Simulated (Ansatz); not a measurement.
hydrogen fluoride, charge +1, doublet, geometry from GFN2-xTB (a state made from the parent by changing its charge; the spin is typed, not shown lowest). Base run: HF/pcseg-1 in Ansatz (an electronic-structure program).

Geometry (Å):
```xyz
2

F      0.0000     0.0000    -0.1044
H      0.0000     0.0000     0.9399
```
Charge +1, spin multiplicity 2.
Orbitals are unrestricted.
All else is at Ansatz's defaults.

The base run was repeated with changes; each row names its change, and settings that it needs were set with it.

```tsv
change	basis functions	E (Eh)
base	19	-99.45877
basis = 6-31G	(withheld)	(withheld)
basis = def2-SV(P)	16	-99.39570
basis = cc-pVDZ	19	-99.50119
basis = pc-1	19	-99.45930
basis = 6-31G**	20	-99.49499
basis = 6-31+G*	(withheld)	(withheld)
basis = cc-pVTZ	44	(withheld)
basis = pc-2	44	(withheld)
basis = def2-TZVPP	45	-99.54044
basis = def2-TZVPD	49	-99.53981
basis = aug-cc-pVTZ	69	-99.53528
basis = def2-QZVP	87	-99.54490
```

### Question
What belongs in the gaps?

### Answer

- basis = 6-31G, basis functions: 11
- basis = 6-31G, E (Eh): -99.46696
- basis = 6-31+G*, basis functions: 21
- basis = 6-31+G*, E (Eh): -99.48906
- basis = cc-pVTZ, E (Eh): -99.53436
- basis = pc-2, E (Eh): -99.53662

Totals compare only among sets that treat the same electrons; sets with core potentials leave the core out.
